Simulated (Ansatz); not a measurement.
A nudged elastic band was laid between two geometries of CH4BFMg (8 atoms, charge 0, multiplicity 1).

The calculation used RKS B3LYP/def2-SVP (Ansatz 0.2.0).

```yaml
movable_images: 5
climbing_image: yes
spring: 5.0 eV/Å²
optimiser: quadratic models (default)
start_path: through a guess of the saddle point
force_threshold: 0.05 eV/Å
iteration_limit: 60
end_points: relaxed
```

First end point:

```xyz
8
Properties=species:S:1:pos:R:3
C 0.073 1.192 -0.492
B 0.527 -0.076 0.326
F 1.705 0.022 0.969
Mg -0.616 -2.085 0.562
H -0.176 0.917 -1.533
H -0.869 1.583 -0.062
H 0.818 2.007 -0.503
H -1.462 -3.561 0.732
```

Last end point:

```xyz
8
Properties=species:S:1:pos:R:3
C -0.156 1.106 -0.569
B -0.525 -0.342 -0.121
F 0.313 -1.054 0.635
Mg 2.225 -3.256 2.566
H -0.212 1.184 -1.670
H -0.921 1.810 -0.190
H 0.837 1.442 -0.232
H -1.562 -0.892 -0.419
```

**Question.** What changes between the two ends?

**Answer.** Bonds broken: B2–Mg4, Mg4–H8. Bonds formed: B2–H8. CH4BFMg becomes CH4BF + Mg.

**Question.** Give the energies along the band, and the barrier.

**Answer.** It converged. The highest image is number 2 of 0 to 6, 39.1 kcal/mol above the first end and 59.4 kcal/mol above the last; the last end lies 20.3 kcal/mol below the first. Neighbouring images differ by up to 2.5 eV, so the band resolves the path poorly. A vibrational analysis at the climbing image gives one clearly imaginary mode, 893i cm⁻¹: a first-order saddle point. The orbitals stay closed-shell, which can raise the energy where a bond breaks towards radicals; this wasn't checked here.

```json
{"image": "0", "path coordinate (Å)": "0.00", "energy (kcal/mol)": "0.0", "B2–Mg4 (Å)": "2.32", "Mg4–H8 (Å)": "1.71", "B2–H8 (Å)": "4.03"}
{"image": "1", "path coordinate (Å)": "1.58", "energy (kcal/mol)": "10.6", "B2–Mg4 (Å)": "2.24", "Mg4–H8 (Å)": "1.68", "B2–H8 (Å)": "3.54"}
{"image": "2", "path coordinate (Å)": "3.15", "energy (kcal/mol)": "39.1", "B2–Mg4 (Å)": "2.21", "Mg4–H8 (Å)": "1.84", "B2–H8 (Å)": "2.13"}
{"image": "3", "path coordinate (Å)": "4.58", "energy (kcal/mol)": "-18.8", "B2–Mg4 (Å)": "3.35", "Mg4–H8 (Å)": "3.14", "B2–H8 (Å)": "1.21"}
{"image": "4", "path coordinate (Å)": "6.00", "energy (kcal/mol)": "-19.6", "B2–Mg4 (Å)": "4.45", "Mg4–H8 (Å)": "4.23", "B2–H8 (Å)": "1.21"}
{"image": "5", "path coordinate (Å)": "7.43", "energy (kcal/mol)": "-20.1", "B2–Mg4 (Å)": "4.58", "Mg4–H8 (Å)": "4.63", "B2–H8 (Å)": "1.21"}
{"image": "6", "path coordinate (Å)": "8.85", "energy (kcal/mol)": "-20.3", "B2–Mg4 (Å)": "4.82", "Mg4–H8 (Å)": "5.37", "B2–H8 (Å)": "1.21"}
```

**Question.** What is the geometry of the highest image?

**Answer.** 
```xyz
8
Properties=species:S:1:pos:R:3
C -0.026 0.838 -0.499
B 0.534 -0.295 0.445
F 0.913 -0.042 1.695
Mg 0.206 -2.403 -0.112
H -0.581 0.460 -1.369
H -0.675 1.533 0.063
H 0.838 1.416 -0.876
H -1.208 -1.508 0.652
```

Run time: 9.8 min on 1 thread of Intel(R) Xeon(R) Processor @ 2.50GHz (Skylake/Cascade Lake), on a shared host, peak memory 0.16 GiB.
